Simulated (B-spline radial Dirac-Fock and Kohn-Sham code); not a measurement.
Core-hole lifetimes of W³⁺

System: W³⁺, configuration [Xe] 4f14 5d3, inside a Watson sphere of charge -3 and radius 1.6 Å (a model of the Madelung potential; inside it an electron's potential energy is raised by 27.0 eV).

The run's input, task.json:

```json
{"items": [{
  "Z": 74,
  "q": 3,
  "cfg": [[1, 0, 2], [2, 0, 2], [2, 1, 6], [3, 0, 2], [3, 1, 6], [3, 2, 10], [4, 0, 2], [4, 1, 6], [4, 2, 10], [4, 3, 14], [5, 0, 2], [5, 1, 6], [5, 2, 3]],
  "A": 184,
  "rrms": 5.3658,
  "watson": [-3, 1.6],
  "do": ["binding", "quiet", "decay"],
  "holes": ["K", "L1", "L2", "L3", "M1", "M2", "M3", "M4", "M5", "N1", "N2", "N3", "N4", "N5", "N6", "N7"]
}]}
```

Command: `python xray_run.py task.json out`

The computed values come from a radial finite-basis atomic code: a relativistic independent-particle model: LDA orbitals of the hole state, radiative multipoles to third order, Auger rates from the Coulomb interaction with a continuum orbital, Dirac-Fock energies.

Partial widths are in eV. Coster-Kronig decay leaves a hole in the same principal shell; its rates are the weakest part of the model, often 1.5 to 2.5 times too large and more for N holes. Holes without an open Auger channel, or with an unreliable SCF state, are not listed.

```
      hole  radiative   Auger  Coster-Kronig   total  fluorescence yield  lifetime (fs)
    K (1s)       37.3    1.57              0    38.8               0.960         0.0170
   L1 (2s)      0.817    1.90           3.12    5.84               0.140          0.113
L2 (2p1/2)       1.39    2.80          0.681    4.87               0.286          0.135
L3 (2p3/2)       1.25    3.56              0    4.81               0.260          0.137
   M1 (3s)     0.0293    1.02           15.9    16.9             0.00174         0.0390
M2 (3p1/2)     0.0307    1.12           11.0    12.1             0.00253         0.0543
M3 (3p3/2)     0.0321    1.36           8.76    10.1                   ?              ?
M4 (3d3/2)     0.0376    1.76         0.0313    1.82              0.0206          0.361
M5 (3d5/2)     0.0355    1.83              0    1.87              0.0191          0.353
   N1 (4s)   0.000960   0.105           13.0    13.1            7.31e-05         0.0501
N2 (4p1/2)    0.00163   0.109           11.8    11.9            0.000137         0.0553
N3 (4p3/2)    0.00103   0.118           9.50    9.62            0.000107         0.0684
N4 (4d3/2)    0.00135   0.116           7.10    7.22            0.000187         0.0911
N5 (4d5/2)    0.00120   0.133           6.80    6.93            0.000173         0.0949
N6 (4f5/2)   5.22e-07  0.0542              0  0.0542            9.64e-06           12.1
N7 (4f7/2)   4.70e-07  0.0519              0  0.0519            9.05e-06           12.7
```

Q: What are the fluorescence yield and the lifetime of the M3 (3p3/2) hole?

A: The yield is the radiative width over the total, 0.00316, and the lifetime is ħ/Γ = 0.0649 fs.
